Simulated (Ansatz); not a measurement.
A nudged elastic band was laid between two geometries of BF3 + ClH (6 atoms, charge 0, multiplicity 1).

Theory: RKS PBE0-D4/def2-SVP in Ansatz 0.2.0.

```yaml
movable_images: 5
climbing_image: yes
spring: 5.0 eV/Å²
optimiser: quadratic models (default)
start_path: through a guess of the saddle point
force_threshold: 0.03 eV/Å
iteration_limit: 60
end_points: relaxed
```

Image 0:

```xyz
6
Properties=species:S:1:pos:R:3
B -0.005 0.300 -0.054
F -0.011 0.602 1.229
F 1.132 0.236 -0.702
F -1.141 0.173 -0.695
Cl 0.081 -2.502 0.876
H 0.082 -1.924 2.027
```

Image 6:

```xyz
6
Properties=species:S:1:pos:R:3
B 0.017 -0.470 -0.308
F 0.014 0.085 1.865
F 1.134 0.162 -0.571
F -1.138 0.096 -0.557
Cl 0.069 -2.202 0.066
H 0.041 -0.785 2.186
```

What changes between the two ends?

Bonds broken: B1–F2, Cl5–H6. Bonds formed: B1–Cl5, F2–H6. BF3 + ClH becomes BClF2 + FH.

What energy profile does the band end with?

The forces met the threshold. The highest image is number 4 of 0 to 6, 1.05 eV above the first end and 0.42 eV above the last; the last end lies 0.63 eV above the first. A vibrational analysis at the climbing image gives one clearly imaginary mode, 853i cm⁻¹: a first-order saddle point. The orbitals stay closed-shell, which can raise the energy where a bond breaks towards radicals; this wasn't checked here.

```csv
image,path coordinate (Å),energy (eV),B1–F2 (Å),Cl5–H6 (Å),B1–Cl5 (Å)
0,0.00,0.00,1.32,1.29,2.95
1,0.36,0.02,1.32,1.29,2.86
2,0.73,0.15,1.34,1.30,2.60
3,1.09,0.59,1.39,1.35,2.26
4,1.46,1.05,1.54,1.57,2.02
5,1.94,0.72,1.88,2.05,1.83
6,2.42,0.63,2.24,2.55,1.77
```

What is the geometry of the highest image?


```xyz
6
Properties=species:S:1:pos:R:3
B 0.013 -0.231 0.025
F 0.011 0.106 1.527
F 1.148 0.147 -0.530
F -1.147 0.083 -0.518
Cl 0.069 -2.177 0.547
H 0.042 -1.043 1.630
```

What are the harmonic wavenumbers there?

853i, 235, 316, 382, 418, 524, 624, 778, 1078, 1153, 1476, 1697 cm⁻¹.

Run time: 2.4 min on 1 thread of Arm Neoverse V1, with other jobs on the host, peak memory 0.15 GiB.
